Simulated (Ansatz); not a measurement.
Basis-set extrapolation for `NBC1C=C1` (PBE0-D4/def2-TZVP geometry, frozen core, the Gaussian-basis code of Ansatz). Multiplicity 1, RHF reference.

|  | def2-TZVPP | def2-QZVPP |
| --- | --- | --- |
| HF | -196.251337 | -196.260336 |
| MP2 correlation | -0.791213 | -0.843073 |
| CCSD(T) correlation | -0.862262 | not run |

Energies in hartree. Use E(X) = E(∞) + A·exp(−7.88·√X) for Hartree–Fock and E(X) = E(∞) + B·X^(−2.97) for correlation, with X = 3 and 4, and add CCSD(T) minus MP2 of the smaller set to the MP2 limit.

What is the CCSD(T) energy at the basis-set limit?

HF limit: -196.260336 + (-0.008999) × 0.13774 = -196.26158. MP2 limit: -0.843073 + (-0.051860) × 0.74074 = -0.88149. Higher-order term: -0.862262 − (-0.791213) = -0.07105. Total: -197.21412 hartree, 63.1 kcal/mol below CCSD(T)/def2-TZVPP.
